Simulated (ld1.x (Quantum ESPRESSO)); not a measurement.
## Gd: TM pseudisation with PBE, scalar-relativistic reference atom.

Input for ld1.x (Quantum ESPRESSO) 7.5:

```
&input
   title='Gd', zed=64., rel=1, dft='PBE', iswitch=3,
   config='[Xe] 4f7 5d1 6s2 6p0',
   nld=4, rlderiv=2.40, eminld=-6.0, emaxld=5.0, deld=0.02
 /
 &inputp
   pseudotype=2, tm=.true., lloc=1,
   nlcc=.false.,
   file_pseudopw='Gd.UPF', file_wfcaegen='ae.wfc', file_wfcncgen='nc.wfc', file_beta='beta', file_chi='chi'
 /
4
5S  1  0   2.00   0.00  1.70  1.70  0.0
5D  3  2   1.00   0.00  2.20  2.20  0.0
4F  4  3   7.00   0.00  1.35  1.35  0.0
5P  2  1   6.00   0.00  1.80  1.80  0.0
 &test
   configts(1)='4f7 5s2 5p6 5d1 6s2 6p0'
 /
```

Command:

```bash
ld1.x < Gd.in > Gd.out
```

The program printed (shortened: banner, matrices, multipoles, cross overlaps and the repeated all-electron block are left out):

```
[... start of the log left out ...]

     Computing logarithmic derivative in   2.39261
     Computing the partial wave expansion
     R is outside the sphere for l=    0 j= 0.00
       no projector for channel:   1
     R is outside the sphere for l=    2 j= 0.00
     R is outside the sphere for l=    3 j= 0.00

     ---------------------- Testing the pseudopotential ----------------------

     Gd
     scalar relativistic calculation

     atomic number is 64.00   valence charge is 18.00
     dft =PBE   lsd =0 sic =0 latt =0  beta=0.20 tr2=1.0E-14
     mesh =1263 r(mesh) = 101.10069 xmin = -7.00 dx = 0.01250

     n l     nl             e AE (Ry)        e PS (Ry)    De AE-PS (Ry)
     4 3     4F   1( 7.00)       -0.63921       -0.19176       -0.44745  !
     1 0     5S   1( 2.00)       -3.65584       -4.02307        0.36723  !
     2 1     5P   1( 6.00)       -2.00387       -0.00000       -2.00387  !
     3 2     5D   1( 1.00)       -0.18615       -0.07260       -0.11355  !
     2 0     6S   1( 2.00)       -0.30324       -0.39421        0.09097  !
     3 1     6P   1( 0.00)       -0.09796       -0.09796        0.00000

     eps = 6.1E-02  iter =201

     Etot =  -22542.247590 Ry,  -11271.123795 Ha, -306702.903007 eV
     Etotps =   -27.685258 Ry,     -13.842629 Ha,    -376.677131 eV

     Ekin =      89.941214 Ry,      44.970607 Ha,    1223.712558 eV
     Encl =    -130.608617 Ry,     -65.304308 Ha,   -1777.020760 eV
     Ehrt =      19.136115 Ry,       9.568058 Ha,     260.360110 eV
     Ecxc =      -6.153971 Ry,      -3.076985 Ha,     -83.729039 eV

     ---------------------- End of pseudopotential test ----------------------
```

The run took about 4 s on one core of a shared server CPU.
